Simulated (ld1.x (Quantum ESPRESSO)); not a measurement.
## Ranking ultrasoft potentials for titanium (Ti)

All share these settings but for the change named:

| Item | Value |
| --- | --- |
| Element | titanium |
| Generator | ld1.x (Quantum ESPRESSO) 7.5 |
| Type | ultrasoft |
| Functional | PBE |
| Relativity | scalar-relativistic |
| Frozen core | [Ne] 3s2 |
| Valence charge | 10 |
| Reference configuration | 3p6 3d2 4s1.75 4p0.25 |
| Partial waves | 4s (bound): rcut 2.65, rcutus 2.95 bohr; 4s channel at 4.2 Ry: rcut 2.65, rcutus 2.95 bohr; 3p (bound): rcut 1.50, rcutus 1.70 bohr; 4p (bound): rcut 1.50, rcutus 1.70 bohr; 3d (bound): rcut 2.20, rcutus 2.45 bohr; 3d channel at 0.1 Ry: rcut 2.20, rcutus 2.45 bohr |
| Local potential | all-electron potential smoothed inside 2.40 bohr (lloc = -2) |
| Core correction | Bessel-smoothed model core, default radius (core density twice the valence density) |
| Augmentation charge | PSQ, radius 1.40 bohr |

Cutoff: the first of the cutoffs (Ry, on a coarse ladder) from which the occupation-weighted sum of valence levels, in a spherical-Bessel basis at the reference potential, stays within 10 and 1 mRy of its value at 400 Ry; the density cutoff is not measured.

The base gives 30 Ry.

Of 7 variants that were run, those that failed, showed a ghost or another fault, or gave nearly equal values are left out.

(1) Rank these variants from softest to hardest (loose cutoff).
A. waves 3p (bound): rcut 1.50, rcutus 2.34 bohr; 4p (bound): rcut 1.50, rcutus 2.34 bohr
B. waves 3p (bound): rcut 1.50, rcutus 1.78 bohr; 4p (bound): rcut 1.50, rcutus 1.78 bohr
C. waves 3p (bound): rcut 1.50, rcutus 1.60 bohr; 4p (bound): rcut 1.50, rcutus 1.60 bohr
D. waves 3p (bound): rcut 1.50, rcutus 2.12 bohr; 4p (bound): rcut 1.50, rcutus 2.12 bohr

Results:

(1) A (15 Ry), D (21 Ry), B (25 Ry), C (35 Ry).
